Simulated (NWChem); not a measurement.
The numbers come from NWChem runs, not from measurements. System: H₅AlN₂, charge 0, spin multiplicity 1, at a geometry optimised with B3LYP/def2-SVP. The structure started from a generated list of species. Level: CCSD(T)/cc-pVDZ, 7 core orbitals frozen.

NWChem printed:

```
             Northwest Computational Chemistry Package (NWChem) 7.3.0
             --------------------------------------------------------

                                NWChem Input Module
                                -------------------

 Scaling coordinates for geometry "geometry" by  1.889725989
 (inverse scale =  0.529177249)

 Turning off AUTOSYM since
 SYMMETRY directive was detected!

                             Geometry "geometry" -> ""
                             -------------------------

 Output coordinates in angstroms (scale by  1.889725989 to convert to a.u.)

  No.       Tag          Charge          X              Y              Z
 ---- ---------------- ---------- -------------- -------------- --------------
    1 Al                  13.0000     0.00000000     0.00000000    -0.47887900
    2 H                    1.0000     0.00000000     0.00000000    -2.05867600
    3 N                    7.0000     1.54695700     0.00000000     0.39930400
    4 H                    1.0000     2.45298100     0.00000000    -0.05941500
    5 H                    1.0000     1.67668300     0.00000000     1.40634000
    6 N                    7.0000    -1.54695700     0.00000000     0.39930400
    7 H                    1.0000    -1.67668300     0.00000000     1.40634000
    8 H                    1.0000    -2.45298100     0.00000000    -0.05941500

 Effective nuclear repulsion energy (a.u.)     100.7904415587

            Nuclear Dipole moment (a.u.)
            ----------------------------
        X                 Y               Z
 ---------------- ---------------- ----------------
    -0.0000000000     0.0000000000     0.0000056692

      Symmetry information
      --------------------

 Group name             C2v
 Group number             16
 Group order               4
 No. of unique centers     5

      Symmetry unique atoms

     1    2    3    4    5


 Summary of "ao basis" -> "" (spherical)
 ------------------------------------------------------------------------------
       Tag                 Description            Shells   Functions and Types
 ---------------- ------------------------------  ------  ---------------------
 *                          cc-pvdz                   on all atoms

 Summary of "ao basis" -> "ao basis" (spherical)
 ------------------------------------------------------------------------------
       Tag                 Description            Shells   Functions and Types
 ---------------- ------------------------------  ------  ---------------------
 Al                         cc-pvdz                  8       18   4s3p1d
 H                          cc-pvdz                  3        5   2s1p
 N                          cc-pvdz                  6       14   3s2p1d

                                 NWChem SCF Module
                                 -----------------

  ao basis        = "ao basis"
  functions       =    71
  atoms           =     8
  closed shells   =    16
  open shells     =     0
  charge          =   0.00
  wavefunction    = RHF
  use symmetry    = T
  symmetry adapt  = T

 Summary of "ao basis" -> "ao basis" (spherical)
 ------------------------------------------------------------------------------
       Tag                 Description            Shells   Functions and Types
 ---------------- ------------------------------  ------  ---------------------
 Al                         cc-pvdz                  8       18   4s3p1d
 H                          cc-pvdz                  3        5   2s1p
 N                          cc-pvdz                  6       14   3s2p1d

      Symmetry analysis of basis
      --------------------------

        a1         30
        a2          7
        b1         23
        b2         11

 Forming initial guess at       0.0s

      Superposition of Atomic Density Guess
      -------------------------------------

 Sum of atomic energies:        -352.97103437

      Non-variational initial energy
      ------------------------------

 Total energy =    -354.028939
 1-e energy   =    -686.148831
 2-e energy   =     231.329450
 HOMO         =      -0.345172
 LUMO         =       0.014269

      Symmetry analysis of molecular orbitals - initial
[...]
    28      0.395687  3 N  py                52     -0.395687  6 N  py
    31      0.366954  3 N  py                55     -0.366954  6 N  py

 Vector   17  Occ=0.000000D+00  E= 1.232620D-01  Symmetry=b2
              MO Center= -1.3D-15,  6.9D-15, -6.3D-01, r^2= 5.4D+00
   Bfn.  Coefficient  Atom+Function         Bfn.  Coefficient  Atom+Function
  ----- ------------  ---------------      ----- ------------  ---------------
    12      0.964379  1 Al py                31     -0.274686  3 N  py
    55     -0.274686  6 N  py                28     -0.165619  3 N  py
    52     -0.165619  6 N  py                 9      0.158441  1 Al py

 Vector   18  Occ=0.000000D+00  E= 1.492765D-01  Symmetry=a1
              MO Center=  8.6D-16, -1.5D-14,  3.7D-01, r^2= 5.7D+00
   Bfn.  Coefficient  Atom+Function         Bfn.  Coefficient  Atom+Function
  ----- ------------  ---------------      ----- ------------  ---------------
     4      1.247359  1 Al s                 26     -0.761500  3 N  s
    50     -0.761500  6 N  s                 20     -0.370955  2 H  s
    13      0.299759  1 Al pz                44      0.273139  5 H  s
    63      0.273139  7 H  s                 39      0.250534  4 H  s
    68      0.250534  8 H  s                  2     -0.237309  1 Al s

 Vector   19  Occ=0.000000D+00  E= 1.641273D-01  Symmetry=b1
              MO Center=  3.8D-15,  7.5D-16, -7.9D-01, r^2= 7.0D+00
   Bfn.  Coefficient  Atom+Function         Bfn.  Coefficient  Atom+Function
  ----- ------------  ---------------      ----- ------------  ---------------
    11      1.331673  1 Al px                26     -0.675647  3 N  s
    50      0.675647  6 N  s

 center of mass
 --------------
 x =  -0.00000000 y =   0.00000000 z =  -0.03455977

 moments of inertia (a.u.)
 ------------------
          67.485375564546           0.000000000000           0.000000000000
           0.000000000000         370.367865882108           0.000000000000
           0.000000000000           0.000000000000         302.882490317561

  Mulliken analysis of the total density
  --------------------------------------

    Atom       Charge   Shell Charges
 -----------   ------   -------------------------------------------------------
    1 Al  13    12.23   2.00  2.01  0.51  0.15  6.00  0.88  0.30  0.38
    2 H    1     1.18   0.70  0.47  0.01
    3 N    7     7.51   2.00  0.71  0.70  2.38  1.70  0.01
    4 H    1     0.89   0.71  0.12  0.06
    5 H    1     0.89   0.71  0.12  0.06
    6 N    7     7.51   2.00  0.71  0.70  2.38  1.70  0.01
    7 H    1     0.89   0.71  0.12  0.06
    8 H    1     0.89   0.71  0.12  0.06

       Multipole analysis of the density wrt the origin
       ------------------------------------------------

     L   x y z        total         open         nuclear
     -   - - -        -----         ----         -------
     0   0 0 0     -0.000000      0.000000     32.000000

     1   1 0 0     -0.000000      0.000000     -0.000000
     1   0 1 0     -0.000000      0.000000      0.000000
     1   0 0 1      0.470202      0.000000      0.000006

     2   2 0 0    -15.964663      0.000000    182.695032
     2   1 1 0      0.000000      0.000000      0.000000
     2   1 0 1      0.000000      0.000000     -0.000000
     2   0 2 0    -19.732680      0.000000      0.000000
     2   0 1 1      0.000000      0.000000      0.000000
     2   0 0 2    -19.179238      0.000000     47.903076

                   NWChem Extensible Many-Electron Theory Module
                   ---------------------------------------------


            General Information
            -------------------
      Number of processors :     1
         Wavefunction type : Restricted Hartree-Fock
          No. of electrons :    32
           Alpha electrons :    16
            Beta electrons :    16
           No. of orbitals :   142
            Alpha orbitals :    71
             Beta orbitals :    71
        Alpha frozen cores :     7
         Beta frozen cores :     7
     Alpha frozen virtuals :     0
      Beta frozen virtuals :     0
         Spin multiplicity : singlet
    Number of AO functions :    71
       Number of AO shells :    35
        Use of symmetry is : on
      Symmetry adaption is : on
         Schwarz screening : 0.10D-09

          Correlation Information
          -----------------------
          Calculation type : Coupled-cluster singles & doubles w/ perturbation
   Perturbative correction : (T)
            Max iterations :      100
        Residual threshold : 0.10D-05
     T(0) DIIS level shift : 0.00D+00
     L(0) DIIS level shift : 0.00D+00
     T(1) DIIS level shift : 0.00D+00
     L(1) DIIS level shift : 0.00D+00
     T(R) DIIS level shift : 0.00D+00
     T(I) DIIS level shift : 0.00D+00
   CC-T/L Amplitude update :  5-th order DIIS
                I/O scheme : Global Array Library
        L-threshold :  0.10D-05
        EOM-threshold :  0.10D-05
 no EOMCCSD initial starts read in
 TCE RESTART OPTIONS
 SLICE:      F
 D4D5:       F
 quantumc:   F
 qrotation:  F
 pwtce:      F
 qducc:      F
 nacto:                         0
 nrotv:                         0
 nrot:                          0

            Memory Information
            ------------------
          Available GA space size is     249031759 doubles
          Available MA space size is     104852996 doubles

 Maximum block size supplied by input
 Maximum block size        24 doubles

 tile_dim =     22

 -------------------------------------------------

 Global array virtual files algorithm will be used

 Parallel file system coherency ......... OK

 4-electron integrals stored in orbital form

 v2    file size   =          1277758
 4-index algorithm nr.  13 is used
 imaxsize =       30
 imaxsize ichop =        0


CCSD iterations
 ---------------------------------------------------------
 Iter          Residuum       Correlation     Cpu    Wall
 ---------------------------------------------------------
    1   0.1553538493679  -0.4153073522294     0.2     0.2
    2   0.0457282477909  -0.4358868732482     0.2     0.2
    3   0.0169043144234  -0.4436789718578     0.2     0.2
    4   0.0072174543881  -0.4456991033180     0.2     0.2
    5   0.0032282862692  -0.4465260194310     0.2     0.2
    6   0.0006816496294  -0.4470049122157     0.2     0.2
    7   0.0003803356370  -0.4470682798543     0.1     0.1
    8   0.0001656469386  -0.4470740459753     0.1     0.1
    9   0.0001094430637  -0.4470756414482     0.1     0.1
   10   0.0000567524741  -0.4470789415126     0.1     0.1
   11   0.0000102576496  -0.4470812075371     0.1     0.1
   12   0.0000040683946  -0.4470825767166     0.1     0.1
   13   0.0000020470915  -0.4470826785938     0.1     0.1
   14   0.0000009764907  -0.4470827470421     0.1     0.1
 -----------------------------------------------------------------
 Iterations converged
 CCSD correlation energy / hartree =        -0.447082747042148
 CCSD total energy / hartree       =      -354.242728773055660

 Singles contributions

 Doubles contributions
 CCSD(T)
 Using plain CCSD(T) code
             total no. of tasks          500
 total no. of tasks / no. procs          500
                         wl_min          216           2.4
                         wl_max       681472           9.4
        thresh for no. of tasks          500

 CCSD[T]  correction energy / hartree =        -0.010915028854130
 CCSD[T] correlation energy / hartree =        -0.457997775896278
 CCSD[T] total energy / hartree       =      -354.253643801909789
 CCSD(T)  correction energy / hartree =        -0.010430482296395
 CCSD(T) correlation energy / hartree =        -0.457513229338543
 CCSD(T) total energy / hartree       =      -354.253159255352045

 Task  times  cpu:        8.4s     wall:        8.4s

 Total times  cpu:        8.4s     wall:        8.4s
```

### Question
Write an NWChem input that would produce this output.

### Answer
This is not unique; one that fits is 
```
start mol
memory heap 100 mb stack 700 mb global 1900 mb
geometry units angstroms nocenter noautoz
  Al     0.000000     0.000000    -0.478879
  H      0.000000     0.000000    -2.058676
  N      1.546957     0.000000     0.399304
  H      2.452981     0.000000    -0.059415
  H      1.676683     0.000000     1.406340
  N     -1.546957     0.000000     0.399304
  H     -1.676683     0.000000     1.406340
  H     -2.452981     0.000000    -0.059415
  symmetry group C2v
end
basis spherical
  * library cc-pvdz
end
scf
  rhf
  nopen 0
  maxiter 100
  thresh 1e-7
  semidirect memsize 60000000 filesize 0
end
tce
  freeze core 7
  ccsd(t)
  2eorb
  2emet 13
  thresh 1e-6
  maxiter 100
  tilesize 24
end
task tce energy
```
